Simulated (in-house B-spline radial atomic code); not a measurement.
Ionisation energies along the 22-electron series, configuration [Ar] 3d4, as differences of self-consistent energies. NIST's values go from ground level to ground level; the uncertainty of those that are theory runs from under 0.1 % in few-electron ions to several per cent in heavy many-electron ones. Computed with a radial B-spline atomic code at the basis-set limit: non-relativistic Hartree-Fock, average of the configuration, point nuclei.

This level leaves out relativity, spin-orbit splitting included, which matters for heavy ions.

```
  ion  configuration after  ionisation energy (eV)  IE/(q+1)² (eV)  -ε less Coulomb ΔSCF (eV)  tabulated value (eV)    tabulated kind  computed minus tabulated (eV)
 W52+             [Ar] 3d3                  4861.8          1.7308                     2.4392                  4927    semi-empirical                            -65
Re53+             [Ar] 3d3                       ?               ?                          ?                     ?  tabulated theory                              ?
Os54+             [Ar] 3d3                  5213.1          1.7234                     2.4426                  5280  tabulated theory                            -67
Ir55+             [Ar] 3d3                  5393.4          1.7198                     2.4443                  5466  tabulated theory                            -73
Pt56+             [Ar] 3d3                  5576.6          1.7164                     2.4458                  5654  tabulated theory                            -77
Au57+             [Ar] 3d3                       ?               ?                          ?                     ?  tabulated theory                              ?
Hg58+             [Ar] 3d3                  5952.2          1.7099                     2.4489                  6041  tabulated theory                            -89
Tl59+             [Ar] 3d3                  6144.5          1.7068                     2.4504                  6241  tabulated theory                            -96
```

Q: Fill in the row of Re53+.

A: ionisation energy (eV): 5035.9; IE/(q+1)² (eV): 1.727; -ε less Coulomb ΔSCF (eV): 2.4409; tabulated value (eV): 5099; computed minus tabulated (eV): -63.

Q: Fill in the row of Au57+.

A: ionisation energy (eV): 5762.9; IE/(q+1)² (eV): 1.7131; -ε less Coulomb ΔSCF (eV): 2.4474; tabulated value (eV): 5846; computed minus tabulated (eV): -83.
